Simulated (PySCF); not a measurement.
Species: C3H5BClN.
Numbering: `[CH:1]#[C:2][CH2:3][B:4]([NH2:5])[Cl:6]` (hydrogens: H7 on C1; H8, H9 on C3; H10, H11 on N5)

Jobs on this species (11 atoms, 52 electrons) with PySCF (density fitting). Hardware of each: an Arm Neoverse V1 with one thread (shared host). Other jobs ran on the host; a repeat could differ by tens of per cent or more. Peak memory is the resident size of the whole Python process, interpreter and libraries included.

```json
{"level and settings": "KT3/pcSseg-2", "work": "shieldings", "basis functions": "293", "SCF cycles": "?", "wall time": "?", "peak memory": "?"}
{"level and settings": "WP04/pcSseg-2", "work": "shieldings", "basis functions": "293", "SCF cycles": "?", "wall time": "?", "peak memory": "?"}
{"level and settings": "PBE0/pcSseg-2", "work": "shieldings", "basis functions": "293", "SCF cycles": "?", "wall time": "?", "peak memory": "?"}
{"level and settings": "B97-2/pcSseg-2", "work": "shieldings", "basis functions": "293", "SCF cycles": "14", "wall time": "49 s", "peak memory": "1.1 GiB"}
{"level and settings": "LDA/pcSseg-2", "work": "shieldings", "basis functions": "293", "SCF cycles": "15", "wall time": "49 s", "peak memory": "1.1 GiB"}
{"level and settings": "B97-D/pcSseg-2", "work": "shieldings", "basis functions": "293", "SCF cycles": "15", "wall time": "52 s", "peak memory": "0.93 GiB"}
{"level and settings": "PBE0/aug-cc-pVDZ", "work": "shieldings, charges and field gradients", "basis functions": "187", "SCF cycles": "14", "wall time": "23 s", "peak memory": "0.83 GiB"}
{"level and settings": "PBE0/cc-pVDZ", "work": "shieldings, charges and field gradients", "basis functions": "113", "SCF cycles": "14", "wall time": "11 s", "peak memory": "0.63 GiB"}
{"level and settings": "BHandHLYP/pcSseg-2", "work": "shieldings", "basis functions": "293", "SCF cycles": "13", "wall time": "50 s", "peak memory": "1.1 GiB"}
```

Problem. Fill in the missing figures.

Solution. 
- KT3/pcSseg-2; shieldings: 61 s, 0.93 GiB, 16 SCF cycles
- WP04/pcSseg-2; shieldings: 51 s, 1.1 GiB, 15 SCF cycles
- PBE0/pcSseg-2; shieldings: 52 s, 1.1 GiB, 14 SCF cycles

Problem. What do all jobs in the table cost together?

Solution. About 6.6 min; the longest takes about 15 % of that, and about 5.5 times as long as the shortest.
